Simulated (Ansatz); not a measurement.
Species: C$_{2}$H$_{8}$AlNO$_{2}$, net charge 0, singlet state. SMILES: C[O][Al]([NH2])[O]C
Coordinates optimised at B3LYP-D3(BJ)/def2-TZVP (Ansatz, an electronic-structure program):
```xyz
14

C      1.8742    -1.3869     0.7926
O      1.4681    -0.1667     0.2333
Al     0.0415     0.5783    -0.2683
N      0.1560     2.1708    -1.0073
O     -1.4880    -0.1110    -0.1045
C     -2.0649    -1.2679     0.4393
H      2.7642    -1.7547     0.2737
H      2.1288    -1.2586     1.8496
H      1.1002    -2.1597     0.7223
H     -0.6321     2.7058    -1.3322
H      1.0181     2.6667    -1.1608
H     -2.3600    -1.9597    -0.3562
H     -2.9624    -1.0033     1.0061
H     -1.3847    -1.7991     1.1147
```

Computed values are from Ansatz. Correlated levels leave the core frozen unless marked. UHF or UKS for open shells. Spin-orbit coupling is left out. No relativistic terms. CBS(X,Y): correlation extrapolated as X^-3; Hartree-Fock from the larger set.

### Question
What is the atomisation energy De at CCSD(T)/CBS(cc-pV(T+d)Z,cc-pV(Q+d)Z)?

### Answer
5368.0 kJ/mol.

### Question
What is the dipole moment at CCSD(T)/aug-cc-pV(D+d)Z?

### Answer
0.83 D.

### Question
What is the T1 diagnostic at CCSD/cc-pV(Q+d)Z?

### Answer
0.011.

### Question
What is the total energy at CCSD(T)/CBS(cc-pV(T+d)Z,cc-pV(Q+d)Z)?

### Answer
-528.0953 Eh.
